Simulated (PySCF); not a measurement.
**Correlation energy of Kr (krypton, neutral)**

[Kr], closed-shell 1S. Calculation: PySCF 2.14, in 6-31G* (5s4p3d, 32 functions); no relativity, point nucleus. Frozen: [Ar] 3d10; 8 electrons correlated.

MP2 pair energies summed by pair of shells (mhartree):

```csv
pair,energy,share (%)
4p-4p,-94.70,81.8
4s-4p,-16.20,14.0
4s-4s,-4.89,4.2
```

Total MP2 correlation energy: -115.79 mhartree.

Same-spin part -32.24 and opposite-spin part -83.55 mhartree; SCS-MP2 scales them by 1/3 and 6/5 to -111.01 mhartree.

```tsv
level	correlation energy (mhartree)
CCSD	-125.90
(T)	-1.33
CCSD(T)	-127.23
```

Diagnostics: T1 = 0.0012, D1 = 0.0021, largest double amplitude 0.046.

Cost of the coupled-cluster step: 0.1 s of wall time on 1 thread of Neoverse-N1 (shared host), for 8 correlated electrons.
